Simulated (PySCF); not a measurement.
Electric field gradients and quadrupole coupling constants

C₆H₁₄O₂P (charge -1).
Atom-mapped SMILES: `[CH3:1][CH2:2][C:3]([CH3:4])([CH3:5])[P@:6]([CH3:7])(=[O:8])[O-:9]` (hydrogens: H10, H11, H12 on C1; H13, H14 on C2; H15, H16, H17 on C4; H18, H19, H20 on C5; H21, H22, H23 on C7)

Structure used (GFN2-xTB), in Å, numbered top down from 1:
```xyz
23
C6H14O2P angstrom
C     -1.9414    0.9550    0.6333
C     -1.0667   -0.2684    0.8746
C     -0.0573   -0.5429   -0.2385
C     -0.7392   -0.7452   -1.5828
C      0.7466   -1.7880    0.1119
P      1.1575    0.8758   -0.5829
C      1.8110    1.2451    1.1335
O      0.4347    2.0835   -1.0806
O      2.2697    0.3310   -1.4133
H     -2.4681    1.2390    1.5464
H     -1.3158    1.7791    0.3056
H     -2.6819    0.7580   -0.1396
H     -0.5182   -0.1304    1.8112
H     -1.7032   -1.1575    1.0024
H     -1.4907   -1.5400   -1.5498
H      0.0194   -0.9992   -2.3218
H     -1.2066    0.1841   -1.9000
H      0.1268   -2.6876    0.0552
H      1.1540   -1.7175    1.1201
H      1.5750   -1.8803   -0.5858
H      2.2405    0.3688    1.6114
H      1.0486    1.6848    1.7704
H      2.6005    1.9796    0.9750
```

Field gradients from the PBE0/pcSseg-1 density (PySCF, non-relativistic), principal values in atomic units, ordered |Vxx| ≤ |Vyy| ≤ |Vzz|:

```tsv
atom	Vxx	Vyy	Vzz
O8	-0.3700	-0.4149	0.7849
O9	-0.3268	-0.4389	0.7658
```

Question: Find the asymmetry η = (Vxx − Vyy)/Vzz and the couplings χ = eQV/h (234.96 MHz × Q in barn × V in au), with Q(17O) = −0.0256 b.

Answer: 
| atom | environment | nucleus | η | χzz (MHz) | χxx (MHz) | χyy (MHz) |
| --- | --- | --- | --- | --- | --- | --- |
| O8 | oxygen bonded to P | 17O | 0.06 | -4.722 | 2.226 | 2.496 |
| O9 | oxygen bonded to P | 17O | 0.15 | -4.606 | 1.966 | 2.640 |

Question: What is Vzz at O8 in SI units (1 au = 9.71736 × 10²¹ V/m²)?

Answer: 0.7849 au = 7.628 × 10²¹ V/m².

Question: And the gradient at the other heavy atoms, for which no coupling is worked out here?

Answer: 
| atom | environment | Vzz (au) | η |
| --- | --- | --- | --- |
| C1 | methyl carbon | -0.114 | 0.31 |
| C2 | chain CH2 carbon | 0.032 | 0.84 |
| C3 | sp3 carbon bound to phosphorus | -0.112 | 0.02 |
| C4 | methyl carbon | 0.082 | 0.50 |
| C5 | methyl carbon | -0.079 | 0.52 |
| P6 | phosphoryl phosphorus | -0.550 | 0.69 |
| C7 | sp3 carbon bound to phosphorus | -0.067 | 0.08 |

Question: What couplings would deuterons (Q(2H) = 0.00286 b) have in place of the hydrogens, at this geometry?

Answer: 
| atom | bonded to | bond length (Å) | Vzz (au) | η | χzz (kHz) |
| --- | --- | --- | --- | --- | --- |
| H10 | C1 | 1.092 | 0.3163 | 0.02 | 213 |
| H11 | C1 | 1.085 | 0.2945 | 0.04 | 198 |
| H12 | C1 | 1.088 | 0.3194 | 0.03 | 215 |
| H13 | C2 | 1.094 | 0.3038 | 0.02 | 204 |
| H14 | C2 | 1.101 | 0.2954 | 0.02 | 199 |
| H15 | C4 | 1.094 | 0.3120 | 0.01 | 210 |
| H16 | C4 | 1.089 | 0.3107 | 0.01 | 209 |
| H17 | C4 | 1.088 | 0.3121 | 0.01 | 210 |
| H18 | C5 | 1.094 | 0.3115 | 0.02 | 209 |
| H19 | C5 | 1.090 | 0.3173 | 0.02 | 213 |
| H20 | C5 | 1.087 | 0.3096 | 0.02 | 208 |
| H21 | C7 | 1.087 | 0.3277 | 0.02 | 220 |
| H22 | C7 | 1.086 | 0.3274 | 0.02 | 220 |
| H23 | C7 | 1.090 | 0.3210 | 0.02 | 216 |

Isolated species at its GFN2-xTB geometry (one conformer only). The pcSseg-1 basis has no diffuse functions, a weakness for an anion. GFN2-xTB bond lengths can be off by several hundredths of an ångström, more for odd bonds, and the gradients follow them. The basis is small and wasn't made for field gradients, so the couplings can be 20 % off.

These values come from a run that also computed NMR shieldings. Rough CPU time on one thread of a shared machine: about 2.2 min.
